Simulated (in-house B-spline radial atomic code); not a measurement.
Configurations of the niobium ion Nb⁺, with energies counted from [Kr] 4d4. Level of theory: scalar-relativistic (X2C) CAM-B3LYP, spin-polarised, spherical fractional occupations, Fermi nucleus of rms radius 4.324 fm; calculated with a B-spline radial code for spherical atoms. Shells without spins written out take the highest spin.

Caution: exact exchange at fractional occupations of open shells leaves self-interaction of up to several eV.

Occupations are held fixed; configurations that lie above the ionisation limit could autoionise.

| configuration | E - E(ref) (eV) | highest orbital | its <r> (bohr) |
| --- | --- | --- | --- |
| [Kr] 4d(2 up, 1 down) 5s(1 up, 0 down) | 5.4864 | 4d down | 2.025 |
| [Kr] 4d(2 up, 2 down) | 6.4765 | 4d up | 2.115 |
| [Ar] 3d10 4s2 4p5 4d5 | 29.31 | 4d up | 1.917 |
| [Ar] 3d10 4s2 4p5 4d4 5d1 | 43.217 | 5d up | 6.933 |
| [Ar] 3d10 4s2 4p5 4d4 5f1 | 45.751 | 5f up | 16 |
| [Ar] 3d(5 up, 4 down) 4s2 4p6 4d(4 up, 0 down) 5s(1 up, 0 down) | 208.98 | 5s up | 3.14 |

Q: Order these further configurations by energy, lowest first.
A. [Kr] 4d(0 up, 3 down) 5d(0 up, 1 down)
B. [Ar] 3d10 4s2 4p5 4d4 5p1
C. [Kr] 4d3 5p1
D. [Kr] 4d3 5f1
E. [Ar] 3d9 4s2 4p6 4d4 5d1

A: C (7.1552 eV), A (11.502 eV), D (13.975 eV), B (38.794 eV), E (218.86 eV).

Q: How far above the reference does [Ar] 3d9 4s2 4p6 4d4 5p1 lie?

A: 214.42 eV; its least bound orbital is 5p up with <r> = 4.032 bohr.

Q: How far above the reference does [Ar] 3d10 4s2 4p(3 up, 2 down) 4d(1 up, 3 down) 5f(0 up, 1 down) lie?

A: 53.833 eV; its least bound orbital is 5f down with <r> = 15.88 bohr.
